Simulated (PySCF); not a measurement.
System: H3 (cation, charge +1), singlet: symmetric bend, bond length relaxed. Scanned: H-H-H angle. Other coordinates (H-H bond length) were minimised at PBE0/def2-TZVP.

Calculation: CCSD(T) on RHF/cc-pVTZ (PySCF).

Scanned values (°): 180, 170, 160, 150, 140, 130, 120, 110, 100, 90, 80, 70, 60.

**Question.** Locate the minima and the barriers on this grid.

**Answer.** Lower than their neighbours: 60° (0.000 eV, end of the scan). Higher than their neighbours: 180° (1.757 eV, end of the scan). The whole profile spans 1.757 eV.
